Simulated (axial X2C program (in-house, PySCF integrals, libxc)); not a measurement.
**How the levels of CNdO (f(δφ)2 f(π)0 orbitals) move with the bond length**

Calculated with an axial X2C code built on PySCF integrals: two-component X2C with atomic mean-field Coulomb and Gaunt terms, basis C dyall-v2z, Nd dyall-v2z, O dyall-v2z (cores contracted in-house). Orbitals come from Hartree–Fock averaged over the configuration Nd f(δφ)2 f(π)0; CI then distributes these electrons over the f(δφ), f(π) shells of Nd.

At C–Nd–O held linear, bonds 2.079 and 1.720 Å (the second held):

| Ω | energy (cm⁻¹) | g∥ | μ (D) | configuration |
| --- | --- | --- | --- | --- |
| 4 | 0 | 6.10 | 1.53 | 100% f(δφ)2 |
| 5 | 2441 | 10.04 | 1.52 | 100% f(δφ)2 |
| 6 | 4780 | 14.00 | 1.51 | 100% f(δφ)2 |
| 0 | 5037 | 0.00 | 1.52 | 100% f(δφ)2 |
| 1 | 6472 | 3.62 | 1.52 | 100% f(δφ)2 |
| 0 | 11416 | 0.00 | 1.49 | 98% f(δφ)2 |
| 1 | 11548 | 2.24 | 1.51 | 99% f(δφ)2 |
| 2 | 12161 | 5.91 | 1.51 | 99% f(δφ)2 |
| 0 | 13015 | 0.00 | 1.50 | 99% f(δφ)2 |
| 0 | 15244 | 0.00 | 1.52 | 100% f(δφ)2 |
| 1 | 18556 | 2.01 | 1.50 | 99% f(δφ)2 |
| 4 | 20543 | 8.09 | 1.49 | 97% f(δφ)2 |
| 6 | 25931 | 12.01 | 1.51 | 100% f(δφ)2 |
| 0 | 26965 | 0.00 | 1.51 | 100% f(δφ)2 |

g∥ is the magnitude of 2⟨Lz + ge Sz⟩ for the +Ω component. μ is positive if the O end is positive. The lowest 14 levels at most are listed.

At C–Nd–O held linear, bonds 1.933 and 1.720 Å (the second held):

```
Ω  energy (cm⁻¹)     g∥  μ (D)  configuration
4              0   6.12   0.60    100% f(δφ)2
5           2449  10.05   0.59    100% f(δφ)2
6           4821  14.00   0.58    100% f(δφ)2
0           4958   0.00   0.60    100% f(δφ)2
1           6442   3.62   0.60    100% f(δφ)2
0          11577   0.00   0.57     99% f(δφ)2
1          11615   2.21   0.59    100% f(δφ)2
2          12302   5.90   0.59    100% f(δφ)2
0          13169   0.00   0.57     99% f(δφ)2
0          15183   0.00   0.59    100% f(δφ)2
1          18633   2.01   0.58     99% f(δφ)2
4          20551   8.09   0.59     98% f(δφ)2
6          26051  12.01   0.57    100% f(δφ)2
0          26937   0.00   0.58    100% f(δφ)2
```

The lowest level lies 1563 cm⁻¹ above the lowest at the first distance.

Task: How does the gap from the lowest to the fifth level change between the two distances?

Result: From 6472 to 6442 cm⁻¹, a factor of 1.00.

Dynamic correlation is missing, so gaps between terms are too wide and other configurations may lie lower; the lowest level listed is that of this model, not necessarily the ground state. At most 6 roots were kept for each Ω > 0 (twice that for Ω = 0) within 3.5 eV of the lowest, so higher up levels can be missing between those listed; levels with Ω > 0 are doubly degenerate and listed once, Ω = 0 levels singly. States that fill the shells left empty in the average are placed too high. The molecule was held linear; bending was not examined.
